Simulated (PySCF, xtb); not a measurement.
Zn(OH) (HOZn), SMILES [OH][Zn] (connectivity only; charge and spin as stated), neutral, multiplicity 2.

Harmonic wavenumbers (cm⁻¹) from GFN2-xTB (xtb) at its own minimum, in rising order: 368, 532, 3667.

Q: What does PySCF 2.14.0 with B3LYP-D3(BJ)/def2-TZVP give at its own minimum? (The exact figures need the calculation; the answer reports its results.)

A: 549, 722, 3797. Paired by order, the mean absolute difference is 167 cm⁻¹ and the zero-point energies are 6.5 and 7.2 kcal/mol.
